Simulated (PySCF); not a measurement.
Zn(OH) (HOZn), SMILES [OH][Zn] (connectivity only; charge and spin as stated), neutral, multiplicity 2.

Geometry optimised at PBE0-D3(BJ)/def2-TZVP. The multiplicity is an assumed one; other spin states were not compared. The isomer is the one that the SMILES or the coordinates give; other isomers of the formula were not compared.

Computed with TDA-PBE/def2-TZVPD run with PySCF 2.14.0.

Vertical excitations. Isolated molecule, no solvent.

```tsv
state	energy (eV)	λ (nm)	f	main pairs
root 1	2.38	522	0.002	β HOMO→LUMO 99 %
root 2	3.65	340	0.035	β HOMO−1→LUMO 86 %
root 3	4.00	310	0.122	α HOMO→LUMO 94 %
root 4	4.17	297	0.129	α HOMO→LUMO+1 97 %
root 5	4.93	251	0.157	α HOMO→LUMO+2 93 %
root 6	5.22	238	0.000	α HOMO−1→LUMO 99 %
root 7	5.41	229	0.021	α HOMO−1→LUMO+1 67 %, β HOMO→LUMO+2 25 %
root 8	5.73	216	0.000	β HOMO→LUMO+1 98 %
root 9	5.89	210	0.003	α HOMO→LUMO+3 10 %, β HOMO−2→LUMO 78 %
root 10	6.05	205	0.004	α HOMO→LUMO+3 81 %, β HOMO−2→LUMO 7 %, β HOMO→LUMO+2 5 %
```
Unrestricted roots are not spin-pure.
